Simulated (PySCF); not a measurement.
## From computed data to an observable: oscillator strength and radiative lifetime

Al(All)(H)(Me) (C4H9Al), SMILES C=C[CH2][AlH][CH3].

Geometry: B3LYP-D3(BJ)/def2-SVP. The structure was generated by enumeration; whether it is a known compound was not checked. One conformer was computed; it need not be the lowest.

TDA-PBE/def2-SVPD run with PySCF puts the first singlet state with f over 0.02 at 5.13 eV (vertical), with the transition dipole (-0.051, 0.381, -0.587) in atomic units.

**Question.** Find the oscillator strength, the wavelength and the radiative lifetime that this transition would have in vacuum if emission retraced absorption.

**Answer.** 
|μ|² = 0.4923 au, so |μ| = 1.78 D. ΔE = 5.13/27.211 = 0.1885 hartree. f = (2/3) ΔE |μ|² = 0.062 (the program prints 0.062).
λ = 1239.84/5.13 = 242 nm; ν = 41376 cm⁻¹.
Einstein's coefficient A = 0.6670 ν² f s⁻¹ (ν in cm⁻¹) = 7.1e7 s⁻¹, so τ = 1/A = 14 ns. This state is S1. The figure is the radiative limit of this one transition; relaxation, internal conversion, crossing to triplets and a medium change what is measured.
